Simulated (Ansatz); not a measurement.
Computed with Ansatz on PBE0-D4/def2-TZVP structures; ΔE is electronic, products minus reactants. CBS: MP2 limit from def2 TZ/QZ plus the TZ coupled-cluster correction, frozen cores. DFT in def2-TZVPP. B3LYP here is the variant with VWN-RPA as its local correlation; programs differ in this. def2 core potentials past Kr. For Sn outer-core shells are correlated without core-valence functions, which leaves a few kJ/mol of doubt a bond. One conformer a species, not always the lowest.

Reaction (formal exchange of groups at a B–C bond): `BC(=C)SC` + `[SiH3][SnH3]` → `[BH2][SnH2][SiH3]` + `C=CSC`

**Question.** Is it downhill or uphill in electronic energy at CCSD(T)/CBS, and by how much? (Best estimate.)

**Answer.** Computed: Uphill: ΔE = +31.3 kJ/mol.

**Question.** What do these levels give: PBE-D4, PBE0-D4, B2PLYP, r2SCAN, PBE0, B3LYP, HF/def2-TZVPP, SCS-MP2/def2-TZVPP, CCSD/def2-TZVPP, MP2/def2-QZVPP, HF/CBS(def2), CCSD/CBS(def2)? (Estimate.)

**Answer.** Ansatz gave: PBE-D4 35.2, PBE0-D4 34.5, B2PLYP 34.9, r2SCAN 35.7, PBE0 32.4, B3LYP 33.2, HF/def2-TZVPP 31.5, SCS-MP2/def2-TZVPP 34.2, CCSD/def2-TZVPP 31.0, MP2/def2-QZVPP 33.7, HF/CBS(def2) 31.6, CCSD/CBS(def2) 28.5 kJ/mol.

Largest T1 diagnostic among the species: 0.014.

The D4 term adds +4.2 kJ/mol with B3LYP and +2.1 kJ/mol with PBE0; it sums over pairs of atoms, weighted by their polarisabilities, and B3LYP, whose exchange is more repulsive, gets the larger term.
